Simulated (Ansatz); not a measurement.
`C[CH2][Ge][O]C` + `NB(N)O` → `CNB(N)O` + `C[CH2][Ge][OH]`  (substitution at a C–O bond)

Isolated molecules relaxed with PBE0-D4/def2-TZVP in Ansatz; ΔE leaves out vibrations. CBS: MP2 limit from def2 TZ/QZ plus the TZ coupled-cluster correction, frozen cores. Functionals use def2-TZVPP. For Ge outer-core shells are correlated without core-valence functions, which leaves a few kJ/mol of doubt a bond. Scalar relativity is left out up to krypton. One conformer a species, not always the lowest.

`C[CH2][Ge][O]C`:

Cartesian coordinates in Å:
```
C 1.416 1.045 0.649
C 0.174 0.865 1.506
Ge -1.317 -0.251 0.796
O -0.524 -0.656 -0.758
C -1.154 -1.466 -1.718
H 1.173 1.505 -0.311
H 2.160 1.676 1.145
H 1.886 0.087 0.424
H 0.423 0.424 2.482
H -0.284 1.832 1.756
H -2.151 -1.800 -1.401
H -0.540 -2.350 -1.914
H -1.260 -0.911 -2.656
```

`NB(N)O`:

Z-matrix (Å, degrees):
```
N
B 1 1.423
H 1 1.003 2 123.7
H 1 1.003 2 123.0 3 -179.9
N 2 1.415 1 121.8 3 179.9
O 2 1.383 1 121.9 3 -0.1
H 5 1.003 2 121.0 1 180.0
H 5 1.002 2 124.5 1 -0.1
H 6 0.957 2 113.8 1 -0.1
```

`CNB(N)O`:

Cartesian coordinates in Å:
```
C -0.574 -0.237 -1.581
N -0.658 0.543 -0.378
B 0.091 0.348 0.806
N 1.040 -0.705 0.928
O -0.154 1.239 1.838
H -1.497 -0.159 -2.159
H -0.445 -1.298 -1.344
H 0.255 0.060 -2.240
H -1.223 1.371 -0.434
H 1.247 -1.341 0.181
H 1.500 -0.939 1.788
H 0.418 1.117 2.595
```

`C[CH2][Ge][OH]`:

Cartesian coordinates in Å:
```
C 0.539 0.188 -0.810
C -0.173 0.859 0.352
Ge -1.116 -0.302 1.701
O -0.775 -1.914 1.005
H -0.152 -0.397 -1.426
H 1.015 0.912 -1.478
H 1.329 -0.487 -0.466
H -0.935 1.565 -0.007
H 0.522 1.477 0.936
H -0.254 -1.900 0.195
```

```tsv
level	ΔE (kcal/mol)
r2SCAN-D4	-3.0
PBE0	-3.7
```

Task: What does CCSD(T)/CBS give? (Best estimate.)

Result: Computed: -3.5 kcal/mol. The listed levels differ from it by 0.5, -0.2 kcal/mol.

Largest T1 diagnostic among the species: 0.014.

In def2-TZVPP, CCSD(T) changes the Hartree–Fock value by −1.7 kcal/mol (the triples alone add −0.1 kcal/mol) and MP2 by −2.0 kcal/mol.
